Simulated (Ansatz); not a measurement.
Reaction (cleavage of the B–Si bond): `CB(N)[SiH2]O` + CH₃NH₂ → `CNB(C)N` + silanol

Program: Ansatz. Geometries: PBE0-D4/def2-TZVP. ΔE: electronic, gas phase. CCSD(T)/CBS adds triple-zeta CCSD(T) − MP2 to the extrapolated MP2 energy (def2 sets, frozen cores). DFT in def2-TZVPP. B3LYP here is the variant with VWN-RPA as its local correlation; programs differ in this. Each species was taken in one conformer, which may not be the lowest.

| level | ΔE (kcal/mol) | difference from CCSD(T)/CBS |
| --- | --- | --- |
| PBE-D4 | -24.1 | 3.2 |
| r2SCAN-D4 | -27.0 | 0.3 |
| PBE0-D4 | -25.7 | 1.6 |
| B3LYP-D4 | -27.3 | 0.0 |
| ωB97X-V | -27.1 | 0.2 |
| ωB97M-V | -28.1 | -0.8 |
| B2PLYP | -28.0 | -0.7 |
| PBE | -24.1 | 3.2 |
| r2SCAN | -27.0 | 0.3 |
| PBE0 | -25.7 | 1.6 |
| B3LYP | -27.3 | 0.0 |
| HF/def2-TZVPP | -30.6 | -3.3 |
| MP2/def2-TZVPP | -29.0 | -1.7 |
| SCS-MP2/def2-TZVPP | -28.8 | -1.5 |
| CCSD/def2-TZVPP | -27.9 | -0.6 |
| CCSD(T)/def2-TZVPP | -27.4 | -0.1 |
| HF/def2-QZVPP | -30.8 | -3.5 |
| MP2/def2-QZVPP | -29.0 | -1.7 |
| SCS-MP2/def2-QZVPP | -28.8 | -1.5 |
| HF/CBS(def2) | -30.8 | -3.5 |
| MP2/CBS(def2) | -28.9 | -1.6 |
| CCSD/CBS(def2) | -27.8 | -0.5 |
| CCSD(T)/CBS | -27.3 | 0 |

Largest T1 diagnostic among the species: 0.012.

In def2-TZVPP, CCSD(T) changes the Hartree–Fock value by +3.2 kcal/mol (the triples alone add +0.5 kcal/mol) and MP2 by +1.6 kcal/mol. From PBE to PBE0 (25 % exact exchange), in def2-TZVPP and without D4, ΔE moves by −1.6 kcal/mol.
